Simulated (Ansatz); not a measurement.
C2H6BrNSi can be A, `CN(C)[Si]Br`, or B, `N=C[SiH2]CBr`.

Isolated molecules relaxed with PBE0-D4/def2-TZVP in Ansatz; ΔE leaves out vibrations. CBS: MP2 limit from def2 TZ/QZ plus the TZ coupled-cluster correction, frozen cores. Functionals use def2-TZVPP. B3LYP here is the variant with VWN-RPA as its local correlation; programs differ in this. For Br outer-core shells are correlated without core-valence functions, which leaves a few kJ/mol of doubt a bond. Scalar relativity is left out up to krypton. Each species was taken in one conformer, which may not be the lowest.

(1) Which isomer does CCSD(T)/CBS put lower? Give the gap. (Best estimate.)

(2) Give E(B) − E(A) in kcal/mol with ωB97M-V, HF/def2-TZVPP, PBE0-D4, B3LYP-D4, B2PLYP, r2SCAN-D4, CCSD/def2-TZVPP. (An estimate is asked.)

Largest T1 diagnostic: 0.012.

Results:

(1) Ansatz gave: A, by 40.5 kcal/mol.

(2) Computed: ωB97M-V 42.5, HF/def2-TZVPP 36.7, PBE0-D4 43.1, B3LYP-D4 41.6, B2PLYP 40.9, r2SCAN-D4 41.2, CCSD/def2-TZVPP 39.5. None reverses the order clearly.

In def2-TZVPP, CCSD(T) changes the Hartree–Fock value by +2.9 kcal/mol (the triples alone add +0.1 kcal/mol) and MP2 by +4.8 kcal/mol.
